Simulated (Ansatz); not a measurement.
One change: `O[SiH](Cl)[O][GeH3]` becomes `O=C[SiH](O)Cl`.

Ansatz, PBE0-D4/def2-TZVP geometries, multiplicity 1. Each molecule was computed in one conformer, which needn't be the lowest.

Scalar relativity is left out up to krypton.

```
                               property  `O[SiH](Cl)[O][GeH3]`
      HOMO energy (PBE/def2-TZVPP) / eV                  -7.42
    HOMO–LUMO gap (PBE/def2-TZVPP) / eV                   6.55
  LUMO energy (ωB97M-V/def2-TZVPP) / eV                   1.83
HOMO–LUMO gap (ωB97M-V/def2-TZVPP) / eV                  13.00
    LUMO energy (B3LYP/def2-TZVPP) / eV                  -0.22
      LUMO energy (PBE/def2-TZVPP) / eV                  -0.87
```

**Question.** Give the same properties after the change, and the shifts. (Estimate.)

**Answer.** Ansatz gave: 
```tsv
property	`O=C[SiH](O)Cl`	shift
HOMO energy (PBE/def2-TZVPP) / eV	-6.07	1.35
HOMO–LUMO gap (PBE/def2-TZVPP) / eV	2.82	-3.73
LUMO energy (ωB97M-V/def2-TZVPP) / eV	0.20	-1.63
HOMO–LUMO gap (ωB97M-V/def2-TZVPP) / eV	10.04	-2.96
LUMO energy (B3LYP/def2-TZVPP) / eV	-2.36	-2.14
LUMO energy (PBE/def2-TZVPP) / eV	-3.25	-2.38
```

With PBE0 the HOMO rises by 1.34 eV and the LUMO falls by 2.14 eV, so the gap narrows by about 3.48 eV. PBE moves the HOMO by 1.35 eV and ωB97M-V by 1.33 eV.

B3LYP here is the variant with VWN-RPA as its local correlation; programs differ in this.
